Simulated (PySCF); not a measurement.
## Identify the compound

An unknown has the formula C3HF6P. Its calculated NMR data are:

¹H NMR (400 MHz, computed): δ 10.49 (m, 1H).

¹³C{¹H} NMR (computed): δ 237.8 (CH), 129.6 (C), 128.6 (C).

No solvent model, a single conformation, relativity neglected, one averaged value for each set of equivalent atoms. Shieldings: GIAO PBE0/pcSseg-1; GFN2-xTB structure; PySCF.

δ = σ(ref) − σ, references computed at the same level: ¹H (σ = 31.72 ppm), ¹³C (σ = 186.93 ppm) against TMS.

Task: Deduce the structure.

Result: 
1. 3 carbon signals for 3 carbons: no two carbons are equivalent.
2. Carbon types of the structure: 2 × C, 1 × CH, which accounts for all hydrogens.
3. δC 237.8: carbon double-bonded to a heavier main-group atom.
4. δC 129.6: fully substituted sp3 carbon bonded to 2 F and P; 2 electronegative neighbours deshield it.
5. δC 128.6: CF3 carbon; 3 electronegative neighbours deshield it.
6. δH 10.49: hydrogen on a carbon double-bonded to a heavier main-group atom.

These data were computed for `FC(/P=C/F)(F)C(F)(F)F`.

The data come from this structure; uniqueness wasn't tested.

Splittings by ¹⁹F and ³¹P in the carbon and heteronuclear signals aren't shown, as no couplings were computed. Shifts are as computed. Against solution values, carbons near 30 ppm lie about +3 ppm off and those near 130 ppm about +5 ppm. Of 1211 compounds with measured shifts, 218 miss one by over three times the rms of a fit or turn the order of signals round; such compounds aren't used in these exercises.
